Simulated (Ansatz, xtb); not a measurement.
Relative energy of two isomers of C4H10OSi

We compare X, `CC(C)([SiH3])C=O`, a singlet, with Y, `CC[C@@H]([SiH3])C=O`, a singlet. Both are isolated molecules in the gas phase, relaxed with PBE-D3(BJ)/def2-SVP; each stands in its lowest conformer found.

X (Å):

```xyz
16

C    -0.7944    0.5132   -0.4527
C     0.6239    0.1326   -0.8986
C     1.5776    1.3412   -0.9787
C     1.2090   -0.9430   -0.0096
O     0.5773   -1.6362    0.7656
Si    0.5321   -0.6702   -2.6582
H    -1.2775    1.2061   -1.1705
H    -0.7605    1.0168    0.5367
H    -1.4297   -0.3860   -0.3374
H     1.6214    1.8667   -0.0010
H     1.2374    2.0754   -1.7365
H     2.6117    1.0370   -1.2440
H     0.0476    0.3894   -3.6106
H    -0.4225   -1.8299   -2.6531
H     1.8940   -1.1383   -3.0945
H     2.3294   -1.0823   -0.1345
```

Y (Å):

```xyz
16

C    -2.6776   -0.4489   -1.7185
C    -1.7921    0.4339   -0.8350
C    -0.2872    0.2090   -1.0773
C     0.1850   -1.1503   -0.6250
O     1.0642   -1.8074   -1.1471
Si    0.7740    1.5273   -0.1645
H    -3.7538   -0.2737   -1.5183
H    -2.4745   -1.5265   -1.5471
H    -2.4959   -0.2472   -2.7942
H    -2.0154    0.2382    0.2381
H    -2.0434    1.5030   -1.0008
H    -0.0177    0.3181   -2.1515
H     0.5662    1.4052    1.3210
H     0.3195    2.8900   -0.6110
H     2.2272    1.3367   -0.4873
H    -0.3459   -1.5221    0.3103
```

Problem. Estimate E(Y) − E(X) at the level CCSD(T)/def2-SVP + ΔMP2/def2-TZVPP.

Solution. Calculated at CCSD(T)/def2-SVP + ΔMP2/def2-TZVPP: E(Y) − E(X) = +0.045 eV, so structure X lies lower.

Level by level:

```tsv
level	geometry	E(Y) − E(X) (eV)	departure from the last row (eV)	job, with rough time for the two
GFN2-xTB	GFN2-xTB	+0.003	−0.042	optimisation, 0.34 s
HF/STO-3G	GFN2-xTB	−0.079	−0.124	single point, 1 s
r2SCAN-D4/def2-SVP	GFN2-xTB	+0.052	+0.007	single point, 6.3 s
PBE-D3(BJ)/def2-SVP	PBE-D3(BJ)/def2-SVP	+0.047	+0.002	optimisation, 74 s
HF/def2-SVP	PBE-D3(BJ)/def2-SVP	−0.033	−0.077	part of the CCSD(T) run
MP2/def2-SVP	PBE-D3(BJ)/def2-SVP	+0.081	+0.036	part of the CCSD(T) run
CCSD(T)/def2-SVP	PBE-D3(BJ)/def2-SVP	+0.063	+0.018	single point
CCSD(T)/def2-SVP + ΔMP2/def2-TZVPP	PBE-D3(BJ)/def2-SVP	+0.045		single point, 87 s
```

As drawn, both hold the same kinds of bond in the same numbers. Structure X has 2 methyl groups, Y 1.

HF/STO-3G, HF/def2-SVP put the two in the other order. GFN2-xTB finds them nearly level. The largest departure from CCSD(T)/def2-SVP + ΔMP2/def2-TZVPP is that of HF/STO-3G, 0.124 eV. The last row adds to CCSD(T) the change of the MP2 difference between the two basis sets, here −0.018 eV.

With thermal terms from frequencies at re-optimised GFN2-xTB minima (ideal gas, soft modes damped towards free rotors, one conformer each, 298.15 K, 1 atm): on the last row, ΔE + ΔZPE = +0.062, ΔH = +0.057, ΔG = +0.048 eV.

The correlated steps freeze 10 core orbitals. Mirror images aren't counted in ΔG. Codes used: Ansatz 0.2.0, xtb 6.7.1; the last row on 2 threads of Intel(R) Xeon(R) Platinum 8259CL CPU @ 2.50GHz (Skylake/Cascade Lake) on a shared host.
